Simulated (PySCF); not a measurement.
Geometry (Å), atoms numbered from 1 in this order:
```xyz
25

C    -4.3188   -0.1842    0.5564
C    -3.0419    0.4011   -0.0263
C    -1.7654   -0.2285    0.5276
C    -0.4723    0.4067   -0.0144
Si    1.0122   -0.7098    0.3430
N     2.3000   -0.6362   -0.8016
C     3.6679   -0.2536   -0.5632
N     0.1518   -2.2296    0.3241
Si   -1.5839   -2.1027    0.2533
H    -5.2139    0.3120    0.1518
H    -4.3439   -0.0769    1.6529
H    -4.4128   -1.2600    0.3313
H    -3.0498    0.2858   -1.1253
H    -3.0157    1.4904    0.1580
H    -1.7712   -0.1105    1.6292
H    -0.5349    0.4941   -1.1161
H    -0.3305    1.4346    0.3618
H     1.6858   -0.3994    1.6455
H     2.0925   -0.8506   -1.7709
H     3.9593    0.6699   -1.0977
H     4.3884   -1.0419   -0.8502
H     3.8170   -0.0601    0.5102
H     0.6377   -3.1174    0.3847
H    -2.2623   -2.9350    1.2986
H    -2.1620   -2.5221   -1.0701
```

Geometry: PBE0-D3(BJ)/def2-SVP; GIAO absolute shieldings from PySCF 2.14.0 with density-fitted response routines, gas phase, non-relativistic, averaged over equivalent atoms.

At KT3/pcSseg-1 (247 basis functions, 64 s wall time on 1 thread of an Arm Neoverse V2, shared host):
```
      atoms  σ (ppm)
         C2    147.7
         C7    149.3
         C3    155.5
         C4    160.8
         C1    165.0
        Si5    373.6
        Si9    391.0
         N6    222.8
         N8    228.7
        H18    26.46
        H24    26.52
        H25    26.75
H20/H21/H22    28.54
        H14    29.62
        H13    29.99
        H15    30.27
        H17    30.30
H10/H11/H12    30.40
        H16    31.09
        H23    31.18
        H19    31.42
```

What do these become at PBE0/pcSseg-1?

Answers


| atoms | σ at PBE0/pcSseg-1 | change |
| --- | --- | --- |
| C2 | 152.1 | +4.4 |
| C7 | 152.8 | +3.5 |
| C3 | 159.9 | +4.4 |
| C4 | 163.3 | +2.5 |
| C1 | 168.0 | +3.0 |
| Si5 | 354.6 | -19.0 |
| Si9 | 373.9 | -17.1 |
| N6 | 232.0 | +9.2 |
| N8 | 232.7 | +4.0 |
| H18 | 26.38 | -0.08 |
| H24 | 26.41 | -0.11 |
| H25 | 26.66 | -0.09 |
| H20/H21/H22 | 28.56 | +0.02 |
| H14 | 29.64 | +0.02 |
| H13 | 30.04 | +0.05 |
| H15 | 30.35 | +0.08 |
| H17 | 30.29 | -0.01 |
| H10/H11/H12 | 30.37 | -0.03 |
| H16 | 31.07 | -0.02 |
| H23 | 31.10 | -0.08 |
| H19 | 31.47 | +0.05 |

The largest change is at Si5 (silicon bonded to C, 2 N, H, in a 5-membered ring). Cost: 247 basis functions, 51 s wall time on 1 thread of an Arm Neoverse V2, shared host. The order of the carbon signals is the same at both levels.
